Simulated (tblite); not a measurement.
Run record: tight-binding relaxation, `ClC(Cl)(Cl)[Si@@](Cl)(Br)CBr`.

Computed with GFN2-xTB geometry optimisation, gas phase (tblite 0.8.0). Start geometry: from a force field or distance geometry. The command runs a driver script over a list of jobs; the input below is this job's line of settings and its coordinates in Å.

Command:
```bash
OMP_NUM_THREADS=1 python probes_run.py task.json out
```

Input:
```
{"job": {"kind": "relax", "xc": "GFN2-xTB", "basis": "xTB"}, "charge": 0, "multiplicity": 1}
Cl     0.645300     2.875600     0.557000
C     -0.492400     1.522600     0.246900
Cl    -1.537400     1.430200     1.677800
Cl    -1.389000     1.969200    -1.229500
Si     0.569800     0.015000     0.038300
Cl     1.950200     0.361400    -1.496300
Br     1.613200    -0.359800     1.997500
C     -0.360000    -1.517000    -0.390900
Br     0.923400    -2.985500    -0.344400
H     -0.775700    -1.525400    -1.428200
H     -1.142100    -1.783500     0.345700
```

Output:
```
step      E/eV     max force
  0    -910.32555    2.526
  1    -910.47745    1.179
  2    -910.52842    0.386
  3    -910.54250    0.359
  4    -910.55580    0.351
  5    -910.56662    0.289
  6    -910.57370    0.204
  7    -910.57775    0.152
  8    -910.58035    0.135
  9    -910.58251    0.141
... (52 lines left out)
 62    -910.62334    0.018
 63    -910.62338    0.017
 64    -910.62341    0.017
 65    -910.62346    0.017
 66    -910.62351    0.024
 67    -910.62357    0.026
 68    -910.62362    0.016
 69    -910.62365    0.014
 70    -910.62367    0.011
 71    -910.62368    0.007
```

«max force» is the largest atomic force in eV/Å.

Q: From which step on does the largest force stay under 0.1 eV/Å, and how much energy is left to gain from there?

A: From step 24 (0.099 eV/Å), 7.3 meV above the end.

Summary of the converged run: energy lowered by 6.9 kcal/mol over 71 steps; largest atomic force 0.007 eV/Å at the end.

On an Arm Neoverse V2 with one thread (shared host), this took 0.82 s of wall time.
Labels such as C1 count atoms from 1, the log's own numbers from 0.
